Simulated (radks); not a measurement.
Results of a calculation; reference values are marked as such.
Question: Neutral hydrogen, 1s1. Code: a radial shooting solver on a logarithmic mesh with Libxc functionals. Model: non-relativistic Kohn-Sham, exchange-only PBE, spin-polarised, spherical densities, point nucleus. Every spin shell is full or empty, so the densities are truly spherical. Functionals are evaluated on that one density, not self-consistently. Rank these exchange functionals by their error against the exact value of the orbitals, and give that value: LDA, B88, PBEsol, revPBE, PW91, OPTX, AM05, B86b, G96, APBE, TPSS, r2SCAN, MS2, TASK, MVS.

Answer: Exact: -0.305509 hartree. From best to worst, with 100 (|E| - |E exact|)/|E exact| (equal figures are ties): G96 0.00, APBE +0.04, revPBE -0.06, OPTX -0.17, TASK +0.28, r2SCAN +0.28, TPSS +0.29, MVS +0.32, B88 -0.37, MS2 +0.38, B86b -0.58, PW91 -1.23, PBEsol -5.91, AM05 -10.75, LDA -13.98.
